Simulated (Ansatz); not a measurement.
`[OH][GaH][Cl]` and `[OH][GaH][F]` differ in one element.

Ansatz, PBE0-D4/def2-TZVP geometries, multiplicity 1. Each molecule was computed in one conformer, which needn't be the lowest.

Scalar relativity is left out up to krypton.

```json
{"property": "LUMO energy (PBE0/def2-TZVPP) / eV", "`[OH][GaH][Cl]`": "-1.14"}
{"property": "size of the dipole moment (B3LYP/def2-TZVPP) / D", "`[OH][GaH][Cl]`": "0.46"}
{"property": "ideal-gas entropy at 298 K and 1 bar (rigid rotor, harmonic PBE0-D4/def2-TZVP) / J/(mol·K)", "`[OH][GaH][Cl]`": "300"}
{"property": "LUMO energy (PBE/def2-TZVPP) / eV", "`[OH][GaH][Cl]`": "-1.92"}
{"property": "LUMO energy (B3LYP/def2-TZVPP) / eV", "`[OH][GaH][Cl]`": "-1.42"}
{"property": "HOMO–LUMO gap (PBE0/def2-TZVPP) / eV", "`[OH][GaH][Cl]`": "7.81"}
```

Question: What does the change do to each property? (Best estimate.)

Answer: Computed: 
```
                                                                                  property  `[OH][GaH][F]`  shift
                                                        LUMO energy (PBE0/def2-TZVPP) / eV           -0.94   0.20
                                          size of the dipole moment (B3LYP/def2-TZVPP) / D            3.39   2.93
ideal-gas entropy at 298 K and 1 bar (rigid rotor, harmonic PBE0-D4/def2-TZVP) / J/(mol·K)             289    -11
                                                         LUMO energy (PBE/def2-TZVPP) / eV           -1.73   0.19
                                                       LUMO energy (B3LYP/def2-TZVPP) / eV           -1.27   0.15
                                                      HOMO–LUMO gap (PBE0/def2-TZVPP) / eV            8.42   0.61
```

With PBE0 the HOMO falls by 0.42 eV and the LUMO rises by 0.20 eV, so the gap widens by about 0.62 eV. PBE moves the HOMO by -0.19 eV and ωB97M-V by -0.49 eV. Dipoles are sizes alone; their direction can turn.

B3LYP here is the variant with VWN-RPA as its local correlation; programs differ in this.
